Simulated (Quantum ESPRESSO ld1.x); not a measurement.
Task: Species: Ta10+. Configuration: [Kr] 4d10 4f13 5s2 5p2 (the NIST ground configuration). Method: scalar-relativistic Kohn-Sham, LDA (Slater exchange, Perdew-Zunger correlation), spin-polarised, spherical densities, point nucleus; open shells are filled with parallel spins first; computed with ld1.x of Quantum ESPRESSO 7.5. Some entries of the table are withheld. Estimate them.

| orbital | occ. | eigenvalue (eV) | r(max) (bohr) | <r> (bohr) |
|---|---|---|---|---|
| 1s up | 1 | -67493.0 | 0.012 | 0.01867 |
| 1s down | 1 | -67492.7 | 0.012 | 0.01867 |
| 2s up | 1 | -11743.0 | 0.067 | 0.07899 |
| 2s down | 1 | -11742.8 | 0.067 | 0.07899 |
| 2p up | 3 | -10316.6 | 0.055 | 0.07058 |
| 2p down | 3 | -10316.3 | 0.055 | 0.07058 |
| 3s up | 1 | -2824.20 | 0.189 | 0.2050 |
| 3s down | 1 | -2823.42 | 0.189 | 0.2049 |
| 3p up | 3 | -2399.97 | 0.186 | 0.2050 |
| 3p down | 3 | -2399.18 | 0.186 | 0.2049 |
| 3d up | 5 | -1904.21 | 0.152 | 0.1856 |
| 3d down | 5 | -1903.55 | 0.152 | 0.1856 |
| 4s up | 1 | -712.800 | 0.427 | 0.4581 |
| 4s down | 1 | -711.402 | 0.427 | 0.4581 |
| 4p up | 3 | -573.221 | 0.448 | 0.4864 |
| 4p down | 3 | -571.815 | 0.448 | 0.4863 |
| 4d up | 5 | -394.455 | 0.459 | 0.5193 |
| 4d down | 5 | -392.984 | 0.459 | 0.5188 |
| 5s up | 1 | -231.179 | 0.951 | 1.017 |
| 5s down | 1 | -228.277 | 0.951 | 1.016 |
| 4f up | 7 | (1) | (2) | 0.5913 |
| 4f down | 6 | (3) | (4) | 0.5889 |
| 5p up | 2 | -191.483 | (5) | 1.125 |
| 5p down | 0 | -188.523 | (6) | 1.126 |
| 5d up | 0 | -140.256 | 1.23 | 1.325 |
| 5d down | 0 | -137.511 | 1.23 | 1.333 |
| 6s up | 0 | -112.350 | 1.89 | 1.902 |
| 6s down | 0 | -111.010 | 1.89 | 1.919 |

Result: 
(1) 4f up eigenvalue (eV): -195.097
(2) 4f up r(max) (bohr): 0.434
(3) 4f down eigenvalue (eV): -193.367
(4) 4f down r(max) (bohr): 0.434
(5) 5p up r(max) (bohr): 1.05
(6) 5p down r(max) (bohr): 1.05
